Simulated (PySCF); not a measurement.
# A small calculation by hand: oscillator strength and radiative lifetime

W(OH)(H)5 (H₆OW), SMILES [OH][WH5], multiplicity 1.

The structure is a stationary point at PBE0-D3(BJ)/def2-TZVP. The multiplicity is an assumed one; no other spin state was optimised. The structure was generated by enumeration; whether it is a known compound was not checked. The def2 effective core potentials stand for the cores of W; spin–orbit coupling is left out.

TDA-CAM-B3LYP/def2-SVPD run with PySCF 2.14.0 puts the first singlet state with f over 0.02 at 4.82 eV (vertical), with the transition dipole (-0.506, -0.274, 0.000) in atomic units.

Problem. Find the oscillator strength, the wavelength and the radiative lifetime that this transition would have in vacuum if emission retraced absorption.

Solution. 
|μ|² = 0.3311 au, so |μ| = 1.46 D. ΔE = 4.82/27.211 = 0.1771 hartree. f = (2/3) ΔE |μ|² = 0.039 (the program prints 0.039).
λ = 1239.84/4.82 = 257 nm; ν = 38876 cm⁻¹.
Einstein's coefficient A = 0.6670 ν² f s⁻¹ (ν in cm⁻¹) = 3.9e7 s⁻¹, so τ = 1/A = 25 ns. This state is S5; the lower singlets have f = 0.011, 0.012, 0.001, 0.002. The figure is the radiative limit of this one transition; relaxation, internal conversion, crossing to triplets and a medium change what is measured.
